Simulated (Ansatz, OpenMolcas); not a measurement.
## A ladder of methods for CH3In (SMILES C[In])

CH3In has 5 atoms, charge 0, and is taken as a singlet. As SMILES, `C[In]`. The coordinates come from a PBE0-D4/def2-TZVP relaxation.

Each level gives the electronic atomisation energy (eV). The values are calculated. Electronic energies at fixed atoms, without zero-point motion or spin-orbit coupling.

| level | kind | program | value (eV) | less CCSD(T)/def2-SVPD | CPU time (all runs) |
| --- | --- | --- | --- | --- | --- |
| HF/def2-SVPD (core potential) | Hartree–Fock | OpenMolcas | 11.80 | -3.42 | 8.2 s |
| BLYP/def2-SVPD (core potential) | GGA | Ansatz | 15.59 | +0.37 | 8.1 s |
| TPSS/def2-SVPD (core potential) | meta-GGA | OpenMolcas | 15.96 | +0.74 | 32 s |
| M06-2X/def2-SVPD (core potential) | hybrid meta-GGA | OpenMolcas | 15.59 | +0.37 | 32 s |
| CAM-B3LYP/def2-SVPD (core potential) | range-separated hybrid | Ansatz | 15.80 | +0.58 | 8.4 s |
| PBE-QIDH/def2-SVPD (core potential) | double hybrid | Ansatz | 15.63 | +0.41 | 9.7 s |
| RPA@PBE0/def2-SVPD (core potential) | RPA | Ansatz | 14.82 | -0.40 | 13 s |
| CCSD(T)/def2-SVPD (core potential) | coupled cluster or CI | OpenMolcas | 15.22 | 0.00 | 35 s |

Differences are taken from CCSD(T)/def2-SVPD (core potential) for orientation; it has basis-set and higher-order errors of its own. The values span 11.80 to 15.96 eV. In the correlated wave-function rows the outer d shell of In is correlated, in sets not made for it. CPU times are rough (shared hosts, several kinds of processor and program).
